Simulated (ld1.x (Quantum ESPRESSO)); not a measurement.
# An all-electron radial function and its pseudo partner (hydrogen (H))

Columns: radius, all-electron u(r) and pseudo u(r) of the 1s shell (level -9.49 eV) of hydrogen in the configuration 1s0.75; PBE, scalar-relativistic, ultrasoft scheme, ld1.x (Quantum ESPRESSO) 7.5.

```
r (bohr)  all-electron  pseudo
   0.070        0.1332  0.0985
   0.140        0.2479  0.1946
   0.210        0.3460  0.2863
   0.280        0.4293  0.3716
   0.350        0.4992  0.4489
   0.420        0.5574  0.5171
   0.490        0.6050  0.5754
   0.560        0.6434  0.6235
   0.630        0.6735  0.6617
   0.700        0.6964  0.6905
   0.770        0.7130  0.7109
   0.840        0.7241  0.7240
   0.910        0.7302  0.7308
   0.980        0.7322  0.7328
   1.050        0.7305  0.7308
   1.120        0.7257  0.7258
   1.190        0.7182  0.7182
   1.260        0.7084  0.7084
   1.330        0.6967  0.6967
   1.400        0.6834  0.6834
   1.470        0.6687  0.6687
   1.540        0.6530  0.6530
   1.610        0.6364  0.6364
   1.680        0.6191  0.6191
   1.750        0.6014  0.6014
   1.820        0.5833  0.5833
```

Task: How many radial nodes do the two functions have?

Result: The all-electron 1s function has n − l − 1 = 0; the pseudo-wave has 0.

Task: At about which radius was the pseudo-wave matched?

Result: 1.20 bohr. The columns agree to 0.0005 from 1.05 bohr on; several derivatives are matched, so the curves merge somewhat inside the radius.

Task: Is the pseudo-wave norm-conserving?

Result: No, it belongs to an ultrasoft set: the norm inside the radius is not constrained, and the difference is carried by the augmentation charge.
